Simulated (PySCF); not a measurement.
I₂Pb, charge -1, multiplicity 2. Atoms are numbered in the order given.

```xyz
3

Pb     0.0000     0.0000     1.0443
I      0.0000     2.3614    -0.8079
I      0.0000    -2.3614    -0.8079
```
Charge -1, spin multiplicity 2.

Coordinates come from a r2SCAN-D4/def2-SVPD optimisation. The multiplicity is an assumed one; other spin states were not compared. The isomer is the one that the SMILES or the coordinates give; other isomers of the formula were not compared. The def2 effective core potentials stand for the cores of I, Pb; spin–orbit coupling is left out.

Method: PySCF with CAM-B3LYP/def2-TZVPD.

Mulliken values depend strongly on the basis, most of all with diffuse functions as here. ESP charges are fitted to the potential on shells at 1.4 to 2.0 van der Waals radii. Atomic charges (e):

| atom | ESP fit | Mulliken | Mulliken spin |
|---|---|---|---|
| Pb1 | 0.02 | 0.11 | 1.00 |
| I2 | -0.51 | -0.55 | 0.00 |
| I3 | -0.51 | -0.55 | 0.00 |
